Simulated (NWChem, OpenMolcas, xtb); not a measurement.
## A ladder of methods for C3H10Si (trimethylsilane)

The species is C3H10Si (14 atoms), meant as a singlet with charge 0. As SMILES, `C[SiH](C)C`. The shape is that of a PBE0-D4/def2-TZVP optimisation.

Each level gives the dipole moment (D). The values are calculated.

```csv
level,kind,program,value (D),CPU time
GFN2-xTB,semi-empirical,xtb,0.63,under 2 s
HF/cc-pVDZ,Hartree–Fock,OpenMolcas,0.57,20 s
SVWN5/cc-pVDZ,LDA,OpenMolcas,0.68,80 s
revPBE/cc-pVDZ,GGA,OpenMolcas,0.65,1.8 min
TPSS/cc-pVDZ,meta-GGA,NWChem,0.62,44 s
BHLYP/cc-pVDZ,global hybrid,OpenMolcas,0.59,97 s
wB97X/cc-pVDZ,range-separated hybrid,NWChem,0.62,4.5 min
```

The values span 0.57 to 0.68 D. Magnitudes only: a small dipole may point the other way at some levels. CPU times are rough (shared hosts, several kinds of processor): they show what a rung costs within a factor of a few.
